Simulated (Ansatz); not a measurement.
`O[Si](F)(Cl)Cl` + HI → `F[Si](Cl)(Cl)I` + H₂O at 700 K and 1 bar (ligand exchange at the Si–O bond).

Gas-phase electronic energies from Ansatz, PBE0-D4/def2-TZVP geometries. CBS: MP2 limit from def2 TZ/QZ plus the TZ coupled-cluster correction, frozen cores. This one scheme is used for every species. def2 core potentials past Kr. For I outer-core shells are correlated without core-valence functions, which leaves a few kJ/mol of doubt a bond. Each species was taken in one conformer, which may not be the lowest.

```tsv
species	CCSD(T)/CBS energy (Eh)	H − E (kJ/mol)	S (J/(mol·K))
`O[Si](F)(Cl)Cl`	-1384.43664	117.7	430.8
HI	-298.03592	34.6	231.7
`F[Si](Cl)(Cl)I`	-1606.08071	79.4	444.6
H₂O	-76.37941	80.5	218.4
```

H − E and S are ideal-gas, rigid-rotor, harmonic terms from PBE0-D4/def2-TZVP, for one conformer and one mirror image of each species. 1 Eh = 2625.50 kJ/mol, R = 8.31446 J/(mol·K).

Problem. By hand: ΔE, ΔH, ΔS and ΔG.

Solution. ΔE = (-1606.08071) + (-76.37941) − (-1384.43664) − (-298.03592) = 0.01244 Eh = 32.7 kJ/mol. Δ(H − E) = 79.4 + 80.5 − 117.7 − 34.6 = 7.6, so ΔH = 40.3 kJ/mol. ΔS = 444.6 + 218.4 − 430.8 − 231.7 = 0.5 J/(mol·K). ΔG = 40.3 − 700 × (0.5)/1000 = 39.9 kJ/mol.

Problem. By hand: the equilibrium constant, and the temperature at which ΔG would vanish if ΔH and ΔS stayed fixed.

Solution. log₁₀ K = −ΔG/(RT ln 10) = -3.0. ΔG = 0 at ΔH/ΔS = 80600 K, far beyond where these terms or the molecules hold.

The number of gas molecules stays the same, so ΔS is small and ΔH decides. A doubt of 5 kJ/mol in ΔE shifts log₁₀ K by 0.4 here. Other conformers and mirror images would add mixing entropy, several J/(mol·K) or more a flexible species. These are equilibria of isolated gas molecules and say nothing of rates. Largest T1 diagnostic: 0.010 (customary marks: 0.02 for closed shells, 0.045 for open ones).
